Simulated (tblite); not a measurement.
Compound: C2H9OSSi2 (doublet state).
Z-matrix (Å and degrees, GFN2-xTB geometry), rows numbered from 1:
```
C 
Si  1  1.8226
Si  2  2.3161  1  115.70
O   3  1.6259  2   95.57  1    61.53
S   2  2.1697  1  107.99  3  -117.79
C   5  1.8103  2   97.77  1   -64.84
H   1  1.0771  2  121.74  3   -69.72
H   1  1.0792  2  121.81  3    92.05
H   2  1.4754  1  111.59  3   128.05
H   3  1.4676  2  117.01  1   177.15
H   3  1.4653  2  116.64  1   -54.36
H   4  0.9538  3  123.01  2  -179.69
H   6  1.0850  5  107.32  2  -179.09
H   6  1.0856  5  109.32  2    61.19
H   6  1.0858  5  109.52  2   -59.60
```

Computed with GFN2-xTB (tblite): harmonic, unscaled wavenumbers at the GFN2-xTB geometry, gas phase. This tight-binding method is rough: wavenumbers can miss measured ones by several per cent, in bad cases by 10 to 20. Modes of hydrogen on silicon can be 10 to 20 % off. One conformer, not necessarily the lowest. Open shells enter through the occupations alone, without spin polarisation, and single modes of such species can be off by tens of per cent.

Harmonic wavenumbers (cm⁻¹): 44.2, 50.1, 80.3, 123.4, 135.2, 162.1, 181.0, 193.4, 217.2, 309.9, 410.7, 427.7, 492.7, 537.8, 584.3, 592.3, 634.2, 688.4, 735.9, 739.5, 802.5, 818.5, 879.9, 888.5, 951.7, 959.7, 1324.8, 1385.5, 1457.2, 1460.9, 2114.3, 2194.2, 2232.8, 3025.0, 3029.2, 3053.5, 3065.9, 3108.7, 3643.3.

A = 3583, B = 972.1, C = 827.2 MHz; mass 136.991 u (most abundant isotopes); point group C1, symmetry number 1; spin multiplicity 2.

**Question.** What is the zero-point energy?

**Answer.** Half the sum of the wavenumbers: 21868 cm⁻¹ = 261.60 kJ/mol.

**Question.** Entropy at 400 K, 1 bar (ideal gas, RRHO, classical rotation)?

**Answer.** Translation 176.32, rotation 125.43, vibration 196.84, spin (R ln 2) 5.76: S = 504.4 J/(mol K).

**Question.** And Cp and H(400 K) − H(0)?

**Answer.** Cp = 201.18 J/(mol K), of which vibrations give 167.92 (their classical limit is 39 R = 324.3); H(400 K) − H(0) = 51.90 kJ/mol without the zero-point energy, 38.60 from vibrations.

**Question.** Which modes carry the vibrational entropy at 400 K?

**Answer.** 44.2 cm⁻¹: 23.61; 50.1 cm⁻¹: 22.57; 80.3 cm⁻¹: 18.67; 123.4 cm⁻¹: 15.14; 135.2 cm⁻¹: 14.39; 162.1 cm⁻¹: 12.92 J/(mol K); the other 33 give 89.54 together.

**Question.** What must be added to the electronic energy to get the Gibbs energy at 400 K and 1 bar?

**Answer.** ZPE + [H(400 K) − H(0)] − T·S = 261.60 + 51.90 − 201.74 = 111.76 kJ/mol.

**Question.** Blend soft modes into free rotors: weight 1/[1 + (100 cm⁻¹/ν̃)⁴] for the oscillator and the rest for a rotor with moment μB/(μ + B), μ = h/(8π²ν), B = 10⁻⁴⁴ kg m². What vibrational entropy results?

**Answer.** 178.82 J/(mol K) in place of 196.84, which changes −T·S at 400 K by +7.21 kJ/mol.

Hindered rotation and anharmonicity are outside this model. Other conformers, if any are populated, would add a mixing term that is left out. The structure is chiral; the term R ln 2 for an equal mix with its mirror image is left out.
